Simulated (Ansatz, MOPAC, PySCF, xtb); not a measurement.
Spectroscopic constants of NiSn, closed-shell singlet (lowest of 2S+1 = 1, 3, 5 at CCSD(T)/def2-TZVPP on PBE0 minima; our sources give no spin for the ground state, which may be another). No spin–orbit coupling. Ni is treated without relativity. The T1 diagnostic near the minimum is 0.070, so single-reference values are doubtful.

The constants come from a fifth-degree fit in 1/R (seven points, main isotopes). Runs in def2 and cc sets follow the lowest solution found near the PBE0 minimum. The singlet is held restricted.

The values were computed with Ansatz (Gaussian basis) for Hartree–Fock, density functionals and correlated methods; MOPAC for PM7 (differences of heats of formation); PySCF for 3-21G rows, LANL2DZ rows; xtb for the GFN methods. Each number belongs to the level named beside it. In def2 rows elements past Kr take small-core potentials, without spin–orbit coupling.

```csv
level,r_e (Å),ω_e (cm⁻¹),ω_e x_e (cm⁻¹),α_e (cm⁻¹),dipole (D)
PM7,2.313,382,0.35,6.0e-5,-
GFN1-xTB,2.228,336,1.5,0.00053,-
GFN2-xTB,2.372,220,1.6,0.00068,-
HF/3-21G,2.212,348,0.70,0.00029,3.44
SVWN5/def2-TZVPP,2.259,318,0.82,0.00031,0.42
PBE/def2-TZVPP,2.309,296,0.79,0.00030,0.29
r2SCAN/def2-TZVPP,2.281,310,0.78,0.00030,0.27
B97M-V/def2-TZVPP,2.312,290,0.77,0.00031,0.28
B3LYP/LANL2DZ,2.286,299,0.87,0.00029,0.36
B3LYP/def2-TZVPP,2.294,304,0.78,0.00030,0.08
PBE0/def2-TZVPP,2.276,313,0.78,0.00030,0.33
BHLYP/def2-TZVPP,2.270,314,0.82,0.00030,0.61
CAM-B3LYP/def2-TZVPP,2.260,327,0.77,0.00029,0.35
wB97X-V/def2-TZVPP,2.257,331,0.76,0.00028,0.92
wB97M-V/def2-TZVPP,2.259,330,0.77,0.00028,0.74
```

Rows in 3-21G, LANL2DZ carry no dispersion term and start afresh at each structure; the Pople sets are all-electron and without relativity. LANL2DZ brings its own core potentials from Na on. The state that PM7 reach isn't checked; PM7 holds dispersion and hydrogen-bond terms.

Ansatz is a first-principles code.
